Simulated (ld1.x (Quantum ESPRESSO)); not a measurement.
Pseudopotential generation for gold: PAW, revPBE, scalar-relativistic.

- Element: Au
- Generator: ld1.x (Quantum ESPRESSO) 7.5
- Type: PAW
- Functional: revPBE
- Relativity: scalar-relativistic
- Frozen core: [Kr] 4d10 4f14
- Valence charge: 19
- Reference configuration: 5s2 5p6 5d10 6s1 6p0
- Partial waves: 5s (bound): rcut 1.20, rcutus 1.40 bohr; 6s (bound): rcut 1.20, rcutus 1.40 bohr; 5p (bound): rcut 1.60, rcutus 1.70 bohr; 6p (bound, empty): rcut 1.60, rcutus 1.70 bohr; 5d (bound): rcut 1.35, rcutus 1.85 bohr; 5d channel at -0.2 Ry: rcut 1.35, rcutus 1.85 bohr
- Local potential: all-electron potential smoothed inside 1.60 bohr (lloc = -1)
- Core correction: Bessel-smoothed model core inside 1.45 bohr
- Augmentation charge: BESSEL, radius 0.95 bohr

All-electron outer shells of the reference configuration (revPBE, scalar-relativistic, ld1.x):

```csv
shell,level (eV),outermost node (bohr),outermost maximum (bohr)
4d,-325.82,0.20,0.41
5s,-108.26,0.48,0.84
4f,-81.01,–,0.37
5p,-59.70,0.52,0.96
5d,-6.81,0.56,1.21
6s,-5.65,1.11,2.32
6p,-0.75,1.32,3.74
```

Results:

```json
{"Largest excitation error": "-51 meV (all-electron minus pseudo) for 5s2 5p6 5d7 6s0 6p0, out of 7 test configurations", "Lowest eigenvalue of the overlap operator": "-1.07 (s channel); it is negative, so in a basis up to 400 Ry S is not positive definite and the file is unfit for use"}
```

The ghost test of this file was not conclusive. Its overlap operator is not positive definite in a basis up to 400 Ry (lowest eigenvalue s -1.07, p -0.22), so the file is unfit for use: the generalised eigenproblem breaks down once the basis is large enough, and its test numbers describe a broken file.

Generation and tests took about 2.9 s on one core of a shared server CPU.
